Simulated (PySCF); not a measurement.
Ge(H)3(OMe) (CH₆GeO), SMILES [O]([GeH3])C. Geometry optimised at ωB97X-D3(BJ)/def2-SVP.

Question: Give the equilibrium geometry at ωB97X-D3(BJ)/def2-SVP (PySCF confirms it by a frequency run) as bond lengths and angles, and its point group. (The exact figures need the calculation; the answer reports its results.)

Answer: point group Cs.
Atoms: Ge1 O2 C3 H4 H5 H6 H7 H8 H9. Bonds (Å): Ge1–O2 1.781, Ge1–H4 1.530, Ge1–H5 1.541, Ge1–H6 1.541, O2–C3 1.405, C3–H7 1.108, C3–H8 1.102, C3–H9 1.108. Angles (°): O2–Ge1–H4 105.3, O2–Ge1–H5 109.0, O2–Ge1–H6 109.0, H4–Ge1–H5 111.8, H4–Ge1–H6 111.8, H5–Ge1–H6 109.8, Ge1–O2–C3 118.8, O2–C3–H7 112.3, O2–C3–H8 108.6, O2–C3–H9 112.3, H7–C3–H8 107.8, H7–C3–H9 107.8, H8–C3–H9 107.8.
Charge 0, spin multiplicity 1.
